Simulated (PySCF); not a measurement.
Output of ΔSCF core-hole calculations on `B/C=C\C=C`.

Method: PySCF, delta-SCF UKS SCAN, pcX-2 on the ionised atom, pcseg-1 elsewhere, spin-free X2C. The program numbers atoms from 0. The cycles run on a coarse integration grid; for E(ground) and E(ion) the exchange–correlation energy is redone on a finer one, so they differ from the last cycle, and only they enter the binding energy.

Coordinates (Å, PBE0-D3(BJ)/def2-SVP):
```
B      1.954688    -0.779629     0.424635
C      1.246238     0.573315     0.586479
C     -0.044554     0.838833     0.240470
C     -0.997719    -0.085276    -0.339432
C     -2.253401     0.275210    -0.648929
H      1.388589    -1.743525    -0.038933
H      3.109444    -0.906407     0.762995
H      1.800808     1.417875     1.012432
H     -0.437715     1.852319     0.404909
H     -0.661944    -1.109244    -0.524791
H     -2.611064     1.294820    -0.472274
H     -2.961851    -0.432199    -1.086481
```

```
ground state, core basis on atom 1 (C), 136 functions
  cycle   1  E = -181.36948775  |g| = 5.92e-02
  cycle   2  E = -181.36876687  |g| = 5.28e-02
  cycle   3  E = -181.36883468  |g| = 5.00e-02
  cycle   4  E = -181.36962094  |g| = 7.62e-03
  cycle   5  E = -181.36963793  |g| = 1.16e-03
  cycle   6  E = -181.36963854  |g| = 3.11e-04
  E(ground) = -181.37834197 Eh
hole in C 1s of atom 1
  cycle   1  E = -170.13421840  |g| = 1.51e+00
  cycle   2  E = -168.96944737  |g| = 2.02e+00
  cycle   3  E = -170.52917747  |g| = 5.77e-01
  cycle   4  E = -170.59710165  |g| = 4.27e-01
  ...
  cycle  10  E = -170.72492372  |g| = 1.34e-03
  cycle  11  E = -170.72492675  |g| = 8.16e-04
  cycle  12  E = -170.72492806  |g| = 3.30e-04
  E(ion) = -170.73252204 Eh   <S^2> = 0.7841   hole on atom = 1.000
```

What is the C 1s binding energy of atom 1?

(-170.732522 − (-181.378342)) Eh × 27.2114 eV/Eh = 289.69 eV, for the alkene CH carbon.

```
ground state, core basis on atom 3 (C), 136 functions
  cycle   1  E = -181.37039129  |g| = 5.98e-02
  cycle   2  E = -181.36988058  |g| = 4.75e-02
  cycle   3  E = -181.36977092  |g| = 4.85e-02
  cycle   4  E = -181.37050601  |g| = 1.09e-02
  cycle   5  E = -181.37054377  |g| = 9.51e-04
  cycle   6  E = -181.37054417  |g| = 4.34e-04
  E(ground) = -181.37942525 Eh
hole in C 1s of atom 3
  cycle   1  E = -170.10324321  |g| = 1.51e+00
  cycle   2  E = -167.37027859  |g| = 2.29e+00
  cycle   3  E = -169.86808220  |g| = 9.84e-01
  cycle   4  E = -170.62444172  |g| = 3.18e-01
  ...
  cycle  15  E = -170.68177129  |g| = 1.69e-03
  cycle  16  E = -170.68177568  |g| = 5.38e-04
  cycle  17  E = -170.68177562  |g| = 1.76e-04
  E(ion) = -170.68875912 Eh   <S^2> = 0.9312   hole on atom = 1.000
```

What is the C 1s binding energy of atom 3?

(-170.688759 − (-181.379425)) Eh × 27.2114 eV/Eh = 290.91 eV, for the alkene CH carbon.

```
ground state, core basis on atom 4 (C), 136 functions
  cycle   1  E = -181.36982986  |g| = 6.09e-02
  cycle   2  E = -181.36905809  |g| = 5.92e-02
  cycle   3  E = -181.36943735  |g| = 4.41e-02
  cycle   4  E = -181.36998671  |g| = 1.19e-02
  cycle   5  E = -181.37003115  |g| = 2.18e-03
  cycle   6  E = -181.37003336  |g| = 5.94e-04
  cycle   7  E = -181.37003250  |g| = 1.86e-04
  E(ground) = -181.37861426 Eh
hole in C 1s of atom 4
  cycle   1  E = -170.10330808  |g| = 1.50e+00
  cycle   2  E = -168.95083382  |g| = 2.00e+00
  cycle   3  E = -170.48433925  |g| = 5.99e-01
  cycle   4  E = -170.56178773  |g| = 4.39e-01
  ...
  cycle  11  E = -170.69965788  |g| = 1.62e-03
  cycle  12  E = -170.69966992  |g| = 8.65e-04
  cycle  13  E = -170.69967447  |g| = 3.95e-04
  E(ion) = -170.70737630 Eh   <S^2> = 0.8139   hole on atom = 1.000
```

What is the C 1s binding energy of atom 4?

(-170.707376 − (-181.378614)) Eh × 27.2114 eV/Eh = 290.38 eV, for the terminal =CH2 carbon.

The ground state is recomputed for each atom, because the flexible core basis sits on the ionised atom alone; energies of different blocks can't be mixed. The unrestricted hole states depart most from a pure doublet (⟨S²⟩ = 0.75; over 0.85 named) for atom 3 (0.93), which makes this value less certain. Isolated species at its PBE0-D3(BJ)/def2-SVP geometry (one conformer only).

The run took 39 s on one thread, Arm Neoverse V1, on a shared host.

The values belong to the conformer `[BH2:1]/[CH:2]=[CH:3]\[CH:4]=[CH2:5]`: C2–C3–C4–C5 180°.
Labels such as C1 count atoms from 1, the log's own numbers from 0.
